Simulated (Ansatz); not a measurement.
`C[C@]1(F)O[Si@H]1O` → `C=C[Si](O)(O)F`  (isomerisation)

Computed with Ansatz on PBE0-D4/def2-TZVP structures; ΔE is electronic, products minus reactants. CBS: MP2 limit from def2 TZ/QZ plus the TZ coupled-cluster correction, frozen cores. DFT in def2-TZVPP. HSE06 is defined as in plane-wave codes. Each species was taken in one conformer, which may not be the lowest.

```json
{"level": "revPBE-D4", "ΔE (kJ/mol)": "-296.1"}
{"level": "r2SCAN0-D4", "ΔE (kJ/mol)": "-325.7"}
{"level": "HSE06-D4", "ΔE (kJ/mol)": "-308.8"}
{"level": "ωB97M-V", "ΔE (kJ/mol)": "-325.2"}
```

Task: What does CCSD(T)/CBS give? (An estimate is asked.)

Result: The calculation gave: -341.9 kJ/mol. The listed levels differ from it by 45.8, 16.2, 33.1, 16.7 kJ/mol.

Task: What do rigid-rotor, harmonic-oscillator terms from PBE0-D4/def2-TZVP frequencies (298.15 K, 1 bar) make of the CCSD(T)/CBS value? (Best estimate.)

Result: Ansatz gave: ΔZPE = +2.1 kJ/mol, ΔH = -336.9 kJ/mol, ΔS = 23 J/(mol·K), ΔG = -343.7 kJ/mol.

Largest T1 diagnostic among the species: 0.013.

From r2SCAN to r2SCAN0 (25 % exact exchange), in def2-TZVPP and without D4, ΔE moves by −10.9 kJ/mol. Leaving LDA and LC-ωPBE aside and taking each functional with its dispersion term where it has one, the values, not all of them listed here, spread over 55.8 kJ/mol, from BHLYP-D4 to PBE-D4. LDA lies +14.0 kJ/mol from PBE without D4. At CCSD(T), def2-SVP lies +35.7 kJ/mol from the extrapolated value and def2-TZVPP +4.2 kJ/mol.
